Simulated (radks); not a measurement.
Task: Species: Co17+. Configuration: [Ne] (the NIST ground configuration). All-electron calculation, scalar-relativistic Kohn-Sham, exchange-only LDA, spin-polarised, spherical densities, point nucleus. Program: a radial shooting solver on a logarithmic mesh with Libxc functionals. Some entries of the table are withheld. Estimate them.

| orbital | occ. | eigenvalue (hartree) | r(max) (bohr) |
|---|---|---|---|
| 1s | 2 | -300.8769 | 0.03683 |
| 2s | 2 | (1) | 0.2118 |
| 2p | 6 | -49.61652 | (2) |

Result: 
(1) 2s eigenvalue (hartree): -54.08683
(2) 2p r(max) (bohr): 0.1701
